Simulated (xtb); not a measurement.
xtb input (GFN2-xTB):

```bash
xtb mol.xyz --gfn 2 --ohess tight --chrg 0 --uhf 0
```
mol.xyz:
```
2

Cs     0.01022554    -0.00225585    -2.30498838
Cs     0.00997882     0.03328279     2.30413599
```

Output:

```
           -------------------------------------------------
          |                Calculation Setup                |
           -------------------------------------------------

           -------------------------------------------------
          |                 G F N 2 - x T B                 |
           -------------------------------------------------

        Reference                      10.1021/acs.jctc.8b01176
      * Hamiltonian:
        H0-scaling (s, p, d)           1.850000    2.230000    2.230000
        zeta-weighting                 0.500000
      * Dispersion:
        s8                             2.700000
        a1                             0.520000
        a2                             5.000000
        s9                             5.000000
      * Repulsion:
        kExp                           1.500000    1.000000
        rExp                           1.000000
      * Coulomb:
        alpha                          2.000000
        third order                    shell-resolved
        anisotropic                    true
        a3                             3.000000
        a5                             4.000000
        cn-shift                       1.200000
        cn-exp                         4.000000
        max-rad                        5.000000

          ...................................................
          :                      SETUP                      :
          :.................................................:
          :  # basis functions                   8          :
          :  # atomic orbitals                   8          :
          :  # shells                            4          :
          :  # electrons                         2          :
          :  max. iterations                   250          :
          :  Hamiltonian                  GFN2-xTB          :
          :  restarted?                      false          :
          :  GBSA solvation                  false          :
          :  PC potential                    false          :
          :  electronic temp.          300.0000000     K    :
          :  accuracy                    1.0000000          :
          :  -> integral cutoff          0.2500000E+02      :
          :  -> integral neglect         0.1000000E-07      :
          :  -> SCF convergence          0.1000000E-05 Eh   :
          :  -> wf. convergence          0.1000000E-03 e    :
          :  Broyden damping             0.4000000          :
          :  net charge                          0          :
          :  unpaired electrons                  0          :
          ...................................................

 iter      E             dE          RMSdq      gap      omega  full diag
   1     -0.3447655 -0.344766E+00  0.946E+01    1.17       0.0  T
   2     -0.3472893 -0.252380E-02  0.463E+01    1.24       1.0  T
   3     -0.3480816 -0.792249E-03  0.584E-01    1.27       1.0  T
   4     -0.3480819 -0.321695E-06  0.307E-01    1.27       1.0  T
   5     -0.3480819 -0.236170E-07  0.173E-02    1.27       4.1  T
   6     -0.3480819 -0.160778E-09  0.602E-04    1.27     117.5  T
[...]
Writing topology from bond orders to xtbtopo.mol

molecular dipole:
                 x           y           z       tot (Debye)
 q only:       -0.000      -0.000      -0.000
   full:       -0.000      -0.000       0.000       0.000
molecular quadrupole (traceless):
                xx          xy          yy          xz          yz          zz
 q only:        0.000      -0.000       0.000      -0.000      -0.000      -0.000
  q+dip:      -13.358      -0.000     -13.356      -0.002       0.309      26.714
   full:       -8.625      -0.000      -8.624      -0.001       0.200      17.249

           -------------------------------------------------
          |                Geometry Summary                 |
           -------------------------------------------------

      molecular mass/u    :      265.8109039
   center of mass at/Å    :        0.0101023       0.0155134      -0.0004263
  moments of inertia/u·Å² :        0.8732175E-17   0.1042665E+04   0.1042665E+04
rotational constants/cm⁻¹ :        0.1930519E+19   0.1616784E-01   0.1616784E-01

 * 1 selected distances

     #   Z          #   Z                                           value/Å
     0   0          0   0                                         0.0000000 (max)
Molecule has the following symmetry elements: (i) (Cinf) (C2) 2*(sigma)
It seems to be the Dinfh point group

 * 0 distinct bonds (by element types)

   Z      Z             #   av. dist./Å        max./Å        min./Å

           -------------------------------------------------
          |               Frequency Printout                |
           -------------------------------------------------
 vibrational frequencies (cm⁻¹)
eigval :        0.00     0.00     0.00     0.00     0.00    97.40
 reduced masses (amu)
   1:132.91   2:132.91   3:132.91   4:132.91   5:132.91   6:132.91
 IR intensities (km·mol⁻¹)
   1:  0.00   2:  0.00   3:  0.00   4:  0.00   5:  0.00   6:  0.00
 Raman intensities (Ä⁴*amu⁻¹)
   1:  0.00   2:  0.00   3:  0.00   4:  0.00   5:  0.00   6:  0.00
 output can be read by thermo (or use thermo option).
 writing <g98.out> molden fake output.
 recommended (thermochemical) frequency scaling factor: 1.0
           -------------------------------------------------
          |             Thermodynamic Functions             |
           -------------------------------------------------

din symmetry found (for desy threshold:  0.10E+00) used in thermo

          ...................................................
          :                      SETUP                      :
          :.................................................:
          :  # frequencies                           1      :
          :  # imaginary freq.                       0      :
          :  linear?                              true      :
          :  only rotor calc.                    false      :
          :  symmetry                              din      :
          :  rotational number                       2      :
          :  scaling factor                  1.0000000      :
          :  rotor cutoff                   50.0000000 cm⁻¹ :
          :  imag. cutoff                  -20.0000000 cm⁻¹ :
          :.................................................:

    mode    ω/cm⁻¹     T·S(HO)/kcal·mol⁻¹    T·S(FR)/kcal·mol⁻¹   T·S(vib)
   ------------------------------------------------------------------------
       1     97.40    -1.04521 ( 93.51%)    -0.85894 (  6.49%)    -1.03311
   ------------------------------------------------------------------------

   temp. (K)  partition function   enthalpy   heat capacity  entropy
                                   cal/mol     cal/K/mol   cal/K/mol   J/K/mol
 298.15  VIB   2.67                  464.123      1.889      3.465
         ROT  0.641E+04              592.502      1.987     19.406
         INT  0.171E+05             1056.624      3.876     22.872
         TR   0.419E+28             1481.254      4.968     42.613
         TOT                        2537.8783     8.8443    65.4843   273.9862

       T/K    H(0)-H(T)+PV         H(T)/Eh          T*S/Eh         G(T)/Eh
   ------------------------------------------------------------------------
    298.15    0.404437E-02    0.426626E-02    0.311137E-01   -0.268474E-01
   ------------------------------------------------------------------------

         :::::::::::::::::::::::::::::::::::::::::::::::::::::
         ::                  THERMODYNAMIC                  ::
         :::::::::::::::::::::::::::::::::::::::::::::::::::::
         :: total free energy          -0.382746364287 Eh   ::
         ::.................................................::
         :: total energy               -0.355898942142 Eh   ::
         :: zero point energy           0.000221898250 Eh   ::
         :: G(RRHO) w/o ZPVE           -0.027069320395 Eh   ::
         :: G(RRHO) contrib.           -0.026847422145 Eh   ::
         :::::::::::::::::::::::::::::::::::::::::::::::::::::

optimized geometry written to: xtbopt.xyz

           -------------------------------------------------
          | TOTAL ENERGY               -0.355898942142 Eh   |
          | TOTAL ENTHALPY             -0.351632677457 Eh   |
          | TOTAL FREE ENERGY          -0.382746364287 Eh   |
          | GRADIENT NORM               0.000000258431 Eh/α |
          | HOMO-LUMO GAP               1.592569716171 eV   |
           -------------------------------------------------
Note: The following floating-point exceptions are signalling: IEEE_UNDERFLOW_FLAG IEEE_DENORMAL
normal termination of xtb

------------------------------------------------------------------------
------------------------------------------------------------------------
 total:
 SCF:
 ANC optimizer:
 analytical hessian:
```
